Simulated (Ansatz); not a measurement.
CH6GeOSi (`[CH3][GeH]1[O][SiH2]1`). The species carries charge 0 and has multiplicity 1.

Cartesian coordinates in Å:
```
C 1.4818 -1.0043 0.0496
Ge 0.3909 0.6027 0.1313
O -0.9526 0.5010 -1.1989
Si -1.8660 0.6309 0.1720
H 0.8582 -1.8876 0.1816
H 2.2434 -0.9821 0.8308
H 1.9741 -1.0518 -0.9234
H 1.2185 1.8769 -0.1231
H -2.6698 1.8697 0.3322
H -2.6784 -0.5554 0.5478
```

Problem. List the harmonic frequencies (cm⁻¹, unscaled) at PBE0-D4/def2-TZVP in Ansatz. (Best estimate.)

Solution. The calculation gave: 100, 138, 171, 403, 430, 455, 599, 615, 653, 666, 758, 797, 866, 907, 976, 1257, 1447, 1450, 2127, 2215, 2227, 3063, 3153, 3169.

Problem. Is this a minimum?

Solution. Yes, all 24 modes are real.

Problem. Give the ideal-gas thermochemistry at 298.15 K and 1 bar (rigid rotor, harmonic oscillator; point group C1, symmetry number 1).

Solution. Zero-point energy 171.3 kJ/mol; H(298) − E = 191.2 kJ/mol; entropy 337.8 J/(mol·K), of which translation 170.0, rotation 110.0, vibration 57.8; G(298) − E = 90.4 kJ/mol. Modes under 100 cm⁻¹ are hindered rotations or soft bends, so the harmonic entropy is rough.

Problem. Rotational constants (cm⁻¹)?

Solution. 0.2914, 0.08049, 0.0776.
